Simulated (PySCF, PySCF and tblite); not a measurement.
A run on one conformer of C₇H₅BrO, numbered as in [O:1]=[CH:2][c:3]1[cH:4][cH:5][cH:6][c:7]([Br:8])[cH:9]1, from an ensemble study. The sound level was PBE0/6-31G* on GFN2-xTB geometries.

Input:

```
{"job": {"xc": "M06-2X", "basis": "def2-SVP", "kind": "nmr", "pop": false}, "charge": 0, "multiplicity": 1}
O     -3.224960     0.182212    -0.084524
C     -2.301984    -0.575449     0.056578
C     -0.881306    -0.191490     0.015449
C     -0.525761     1.140644    -0.199151
C      0.806176     1.506478    -0.237418
C      1.796396     0.552736    -0.063426
C      1.435814    -0.769599     0.148688
Br     2.798283    -2.080219     0.387160
C      0.109589    -1.155090     0.190487
H     -2.466548    -1.656281     0.234814
H     -1.311970     1.867985    -0.332534
H      1.083421     2.536226    -0.402989
H      2.839046     0.829919    -0.091600
H     -0.156873    -2.188544     0.356300
```

Command: OMP_NUM_THREADS=1 python ens_run.py task.json out

Output:

```
NotImplementedError: meta-GGA GIAO
```

Problem. What is wrong with this calculation?

Solution. The setting at fault: functional unknown or not served for shieldings. GIAO shieldings aren't available for M06-2X here. (The basis set also differs from the sound level's.) The input was rejected before any iteration.
